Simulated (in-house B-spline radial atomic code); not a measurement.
Sr⁺: [Kr] 5s1

Method: Dirac-Kohn-Sham LC-wPBE, spherical fractional occupations, exact exchange averaged over the configuration, Fermi nucleus of rms radius 4.224 fm. Calculated with an all-electron radial atomic-structure program (B-spline basis).

Effective charges: Z_r = [3n² - l(l+1)]/(2<r>) from the radius, Z_e = n√(-2ε) from the energy, and Slater's rules. Values are occupation-weighted means over j. An effective charge above Z reflects the relativistic contraction of the inner shells.

```tsv
shell	electrons	ε (eV)	<r> (bohr)	Z_r	Z_e	Slater
1s	2	-15944	0.03916	38.31	34.23	37.70
2s	2	-2169.3	0.1722	34.85	25.25	33.85
2p	6	-1929.4	0.1503	33.28	23.82	33.85
3s	2	-346.42	0.4918	27.45	15.14	26.75
3p	6	-268.82	0.4983	25.09	13.33	26.75
3d	10	-140.29	0.4985	21.06	9.63	16.85
4s	2	-53.495	1.363	17.61	7.93	10.25
4p	6	-34.116	1.556	14.78	6.33	10.25
5s	1	-10.793	3.972	9.44	4.45	3.20
```

The least bound orbital is 5s1/2 at -10.79 eV, and it is also the most diffuse (<r> = 3.972 bohr).

Spin-orbit splittings of the orbital energies (j = l + 1/2 above j = l - 1/2 when positive): 2p 68.4 eV, 3p 10.48 eV, 3d 1.83 eV, 4p 1.21 eV.

For the 1s electron the small component carries 1.91 % of the norm, the zero-frequency Breit interaction raises the level by 28.09 eV, self-energy by 15.07 eV, and vacuum polarisation lowers it by 1.624 eV.
